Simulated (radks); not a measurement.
Values are calculated unless marked as measured or tabulated.
How relativity changes the ionisation of the selenium ion Se+ ([Ar] 3d10 4s2 4p3) to Se2+ ([Ar] 3d10 4s2 4p2). Spin-unpolarised spherical Kohn-Sham, PBEsol, point nucleus unless stated (finite: rms radius 4.14 fm), a radial shooting solver on a logarithmic mesh with Libxc functionals. A level marked "c x" has the speed of light scaled by that factor and shares open shells by 2j + 1; other Dirac levels either fill j = l - 1/2 first or share by 2j + 1.

level                               E(Se+) (hartree)  E(Se2+) (hartree)  IE (eV)   HOMO  <r> HOMO (bohr)
non-rel.                                 -2399.14548        -2398.39694   20.369     4p            2.122
scalar-rel.                              -2427.90350        -2427.15501   20.368     4p            2.115
scalar-rel., finite nucleus              -2427.88589        -2427.13740   20.368     4p            2.115
Dirac, 2j+1 shares                       -2428.05068        -2427.30200   20.372  4p3/2            2.128
Dirac, low j first                       -2428.06707        -2427.32742   20.127  4p3/2            2.131
Dirac, 2j+1 shares, finite nucleus       -2428.03305        -2427.28438   20.373  4p3/2            2.128
Dirac, c x 0.75                          -2451.81360        -2451.06471   20.378  4p3/2            2.132
Dirac, c x 0.85                          -2439.63720        -2438.88844   20.375  4p3/2            2.130
Dirac, c x 2                             -2406.20847        -2405.45990   20.369  4p3/2            2.124

NIST Atomic Spectra Database: 21.20 eV (measured). The relativistic part of the total energy of Se+ is -28.89 hartree (Dirac, 2j+1 shares, finite nucleus), 1.2 % of the non-relativistic value. Spin polarisation and multiplet splitting of open shells are left out at every level.

Beside tabulated values, note that spin-unpolarised runs miss the spin-polarisation part of the exchange energy of open shells.
